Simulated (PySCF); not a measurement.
Species: C₅H₁₅NSi₂.
Atom-mapped SMILES: `[CH3:1][SiH2:2]/[CH:3]=[CH:4]\[SiH2:5][N:6]([CH3:7])[CH3:8]` (hydrogens: H9, H10, H11 on C1; H12, H13 on Si2; H14 on C3; H15 on C4; H16, H17 on Si5; H18, H19, H20 on C7; H21, H22, H23 on C8)

Method: PBE0-D3(BJ)/def2-SVP geometry optimisation, gas phase in PySCF; density fitting, grid level 1; the optimiser is geomeTRIC in internal coordinates, started from a GFN2-xTB structure with every atom displaced at random (about 0.01 Å).

Step 0: E = -22650.1585 eV
```
atom  x, y, z in Å  |  force x, y, z in eV/Å
C1      2.1152    0.5183   -1.5562   -1.049   0.912   0.966
Si2     2.3616   -0.4290    0.0512   -0.246  -0.144  -0.669
C3      1.2207   -1.9375    0.0944    3.659   0.959  -1.114
C4      0.0497   -2.0139    0.6159   -4.416  -0.705   1.858
Si5    -0.9587   -0.6498    1.4526    0.808   0.060  -0.130
N6     -1.2745    0.5689    0.2714    0.140   0.078  -0.405
C7     -1.6569    1.8924    0.6560   -1.215  -0.370   0.161
C8     -1.7316    0.2132   -1.0441   -0.348  -0.770   0.390
H9      1.0888    0.9590   -1.5779    0.390  -0.320   0.096
H10     2.7916    1.3687   -1.6316    0.419   0.223  -0.020
H11     2.2187   -0.0889   -2.4272    0.215  -0.770  -0.955
H12     3.7605   -0.9242    0.0849    0.229  -0.106   0.116
H13     2.1280    0.4667    1.1971   -0.073   0.191   0.336
H14     1.6435   -2.8306   -0.3395    0.313  -0.629  -0.413
H15    -0.4948   -2.9880    0.5763    0.296   0.311  -0.021
H16    -0.2134    0.0581    2.5301    0.037  -0.033   0.174
H17    -2.1579   -1.2561    2.0550   -0.439  -0.322   0.193
H18    -1.2542    2.1405    1.6337    0.242   0.199   0.410
H19    -1.2978    2.6092   -0.0754    0.218   0.559  -0.360
H20    -2.7824    2.0055    0.7190    0.628   0.060  -0.042
H21    -1.4284    0.9486   -1.7820    0.413   0.390  -0.484
H22    -1.3437   -0.7860   -1.3279   -0.060   0.327  -0.067
H23    -2.8362    0.1785   -1.1038   -0.160  -0.100  -0.021
```

**Question.** Estimate the geometry and energy of step 1. (The exact step hangs on the optimiser's Hessian estimate; all steps are aligned on step 0, rigid shifts and turns removed.)

**Answer.** E = -22650.4192 eV, largest force 0.870 eV/Å
```
atom  x, y, z in Å  |  force x, y, z in eV/Å
C1      1.9907    0.5669   -1.5501    0.052  -0.143  -0.266
Si2     2.3043   -0.4085    0.0221    0.036   0.056   0.131
C3      1.2670   -1.9744    0.1391   -0.682  -0.083   0.143
C4      0.0234   -2.0857    0.6774    0.792   0.238  -0.270
Si5    -0.9525   -0.6710    1.4322   -0.189  -0.167   0.116
N6     -1.2270    0.5667    0.2347    0.060  -0.007   0.043
C7     -1.5696    1.9062    0.6409    0.086   0.141  -0.030
C8     -1.7133    0.2172   -1.0751   -0.005   0.128  -0.145
H9      0.9544    0.9290   -1.5419   -0.059   0.027   0.030
H10     2.6607    1.4380   -1.6188    0.017  -0.030   0.024
H11     2.1307   -0.0507   -2.4578    0.007   0.097   0.177
H12     3.7359   -0.8472    0.1028   -0.008   0.043  -0.045
H13     2.0246    0.4662    1.2046    0.000  -0.021  -0.011
H14     1.7137   -2.8896   -0.2811    0.020   0.023   0.027
H15    -0.4392   -3.0781    0.6769   -0.107  -0.132   0.008
H16    -0.2542   -0.0167    2.5788    0.013   0.027  -0.019
H17    -2.2116   -1.2984    1.9822    0.037   0.077  -0.044
H18    -1.1282    2.1424    1.6220    0.015  -0.023  -0.027
H19    -1.1767    2.6460   -0.0864   -0.030  -0.074   0.075
H20    -2.6626    2.0794    0.7193   -0.019  -0.034  -0.015
H21    -1.3756    0.9633   -1.8245   -0.007  -0.113   0.069
H22    -1.3271   -0.7646   -1.3877    0.010  -0.008   0.010
H23    -2.8199    0.1871   -1.1379   -0.040  -0.022   0.020
```

The energy changes by -0.2607 eV. The first-order estimate −F·Δx gives -0.6360 eV and the mean of the old and new forces, exact on a quadratic surface, -0.2731 eV. The step makes an angle of 79° with the force vector and moves no atom by more than 0.149 Å.

The cost below is that of the whole optimisation. Time: 3.4 min; peak memory 0.87 GiB. Hardware: an Intel Xeon 6975P-C with one thread, no GPU (shared host).
